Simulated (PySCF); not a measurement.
# Orbital levels and atomic charges

System: C29H20 (cumulene), SMILES C(=C=C(c1ccccc1)c1ccccc1)=C=C(c1ccccc1)c1ccccc1.

Cartesian coordinates (Å):
```
  1 C    -0.0007    0.0017   -0.0011
  2 C     1.2474    0.2248    0.0125
  3 C     2.5503    0.4581    0.0262
  4 C     3.4907   -0.6406   -0.2280
  5 C     3.1345   -1.6887   -1.0769
  6 C     4.0081   -2.7330   -1.3074
  7 C     5.2488   -2.7528   -0.6907
  8 C     5.6058   -1.7235    0.1647
  9 C     4.7361   -0.6749    0.3977
 10 C     3.0450    1.8144    0.2956
 11 C     2.3292    2.6690    1.1343
 12 C     2.7802    3.9508    1.3806
 13 C     3.9481    4.4043    0.7891
 14 C     4.6587    3.5680   -0.0560
 15 C     4.2126    2.2836   -0.3049
 16 C    -1.2485   -0.2227   -0.0153
 17 C    -2.5510   -0.4579   -0.0275
 18 C    -3.2977   -0.3614   -1.2878
 19 C    -4.6216    0.0752   -1.3032
 20 C    -5.3079    0.1826   -2.4981
 21 C    -4.6872   -0.1408   -3.6935
 22 C    -3.3670   -0.5620   -3.6893
 23 C    -2.6761   -0.6690   -2.4981
 24 C    -3.2389   -0.8147    1.2194
 25 C    -2.7881   -0.3107    2.4395
 26 C    -3.4214   -0.6550    3.6175
 27 C    -4.5100   -1.5123    3.5985
 28 C    -4.9559   -2.0295    2.3931
 29 C    -4.3267   -1.6867    1.2112
 30 H     2.1695   -1.6675   -1.5631
 31 H     3.7214   -3.5354   -1.9714
 32 H     5.9341   -3.5660   -0.8786
 33 H     6.5671   -1.7383    0.6579
 34 H     5.0155    0.1155    1.0797
 35 H     1.4202    2.3118    1.5973
 36 H     2.2198    4.6006    2.0369
 37 H     4.2992    5.4070    0.9828
 38 H     5.5643    3.9193   -0.5295
 39 H     4.7612    1.6452   -0.9828
 40 H    -5.1060    0.3464   -0.3760
 41 H    -6.3324    0.5263   -2.4967
 42 H    -5.2298   -0.0630   -4.6242
 43 H    -2.8747   -0.8075   -4.6193
 44 H    -1.6483   -1.0033   -2.4919
 45 H    -1.9421    0.3619    2.4501
 46 H    -3.0663   -0.2538    4.5557
 47 H    -5.0047   -1.7785    4.5209
 48 H    -5.7968   -2.7082    2.3731
 49 H    -4.6680   -2.1093    0.2769
```

Method: B3LYP/def2-SVP, gas phase, PySCF, fitting set def2-universal-JFIT up to Ne and JKFIT beyond, grid level 1.

(1) Give the orbital energies near the gap.

(2) Give the partial charges of the non-hydrogen atoms.

Results:

(1) 
```json
{"orbital": "HOMO-4", "eV": "-7.09"}
{"orbital": "HOMO-3", "eV": "-7.04"}
{"orbital": "HOMO-2", "eV": "-7.03"}
{"orbital": "HOMO-1", "eV": "-5.90"}
{"orbital": "HOMO", "eV": "-5.55"}
{"orbital": "LUMO", "eV": "-1.98"}
{"orbital": "LUMO+1", "eV": "-1.70"}
{"orbital": "LUMO+2", "eV": "-0.48"}
{"orbital": "LUMO+3", "eV": "-0.47"}
```

(2) 
| atom | Mulliken | IAO | Hirshfeld |
| --- | --- | --- | --- |
| C1 | 0.06 | -0.07 | -0.05 |
| C2 | -0.02 | -0.01 | -0.01 |
| C3 | -0.06 | -0.01 | 0.01 |
| C4 | 0.07 | 0.01 | 0.01 |
| C5 | 0.00 | -0.13 | -0.04 |
| C6 | 0.03 | -0.14 | -0.04 |
| C7 | 0.04 | -0.14 | -0.04 |
| C8 | 0.03 | -0.14 | -0.04 |
| C9 | -0.03 | -0.14 | -0.04 |
| C10 | 0.07 | 0.01 | 0.01 |
| C11 | 0.00 | -0.13 | -0.04 |
| C12 | 0.03 | -0.14 | -0.04 |
| C13 | 0.04 | -0.14 | -0.04 |
| C14 | 0.03 | -0.14 | -0.04 |
| C15 | -0.03 | -0.14 | -0.04 |
| C16 | -0.02 | -0.01 | -0.01 |
| C17 | -0.06 | -0.01 | 0.01 |
| C18 | 0.07 | 0.01 | 0.01 |
| C19 | -0.03 | -0.14 | -0.04 |
| C20 | 0.03 | -0.14 | -0.04 |
| C21 | 0.04 | -0.14 | -0.04 |
| C22 | 0.03 | -0.14 | -0.04 |
| C23 | 0.00 | -0.13 | -0.04 |
| C24 | 0.07 | 0.01 | 0.01 |
| C25 | 0.00 | -0.13 | -0.04 |
| C26 | 0.03 | -0.14 | -0.04 |
| C27 | 0.04 | -0.14 | -0.04 |
| C28 | 0.03 | -0.14 | -0.04 |
| C29 | -0.03 | -0.14 | -0.04 |
